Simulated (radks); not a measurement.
Values are calculated unless marked as measured or tabulated.
Charge is removed step by step from the 1s down level of neutral nitrogen, starting from 1s(up 1, down 1) 2s2 2p3. Level of theory: scalar-relativistic Kohn-Sham, BLYP, spin-polarised, spherical densities, finite nucleus; open shells are filled with parallel spins first; Fermi nuclear charge, rms radius 2.5582 fm (a radial shooting solver on a logarithmic mesh with Libxc functionals).

removed (e)  E - E(0) (eV)  eigenvalue (eV)
0                    0.000          -383.29
0.1                 38.618          -389.09
0.2                 77.814          -394.84
0.3                 117.58          -400.51
0.4                 157.91          -406.08
0.5                 198.79          -411.49
0.6                 240.20          -416.69
0.7                 282.11          -421.53
0.8                 324.48          -425.72

The mean slope of the eigenvalue, de/dn, is 53.0 eV per electron.
